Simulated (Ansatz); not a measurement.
Ansatz results at the PBE0-D4/def2-TZVP geometry: HOMO energy (ωB97M-V/def2-TZVPP) -10.19 eV; HOMO–LUMO gap (ωB97M-V/def2-TZVPP) 9.56 eV; LUMO energy (PBE/def2-TZVPP) -3.61 eV.

Each molecule was computed in one conformer, which needn't be the lowest.

(1) Which molecule gave them?
A. `[NH2][V](=[O])([F])[Cl]`
B. `C[N](C)[V]([OH])([Cl])=[N]C(C)(C)C`
C. `CC(C)(C)[N]=[V]([OH])([Cl])[Cl]`
D. `[NH2][V]([NH2])(=[O])[OH]`

## Answers

(1) C. The others give `C[N](C)[V]([OH])([Cl])=[N]C(C)(C)C`: -9.21, 9.71, -2.49; `[NH2][V](=[O])([F])[Cl]`: -11.11, 10.13, -4.12; `[NH2][V]([NH2])(=[O])[OH]`: -9.38, 9.96, -2.59.
